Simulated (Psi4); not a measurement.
Pair of molecules, SMILES C with SMILES CN (the first has 5 atoms); geometry from B3LYP-D3(BJ)/def2-TZVP, rigid monomers moved along the line of their centres of mass till H3···N7 is 4.68 Å.
(charge 0, multiplicity 1):
```xyz
12

C      0.065     0.020     0.070
H      0.933    -0.637     0.012
H     -0.466    -0.154     1.006
H      0.398     1.057     0.024
H     -0.594    -0.183    -0.773
C      0.312    -0.021     5.877
N     -1.072    -0.429     5.635
H      0.481     0.958     5.427
H      0.984    -0.723     5.382
H      0.600     0.037     6.935
H     -1.720     0.217     6.070
H     -1.253    -1.343     6.030
```

These are SAPT0/jun-cc-pV(D+d)Z (Psi4) values and carry that method's errors.

Give the four SAPT terms and the total, and say what mostly holds the pair together.

electrostatics -2.2, exchange 0.1, induction -0.5, dispersion -2.7, total -5.3 meV; the largest attraction is dispersion.
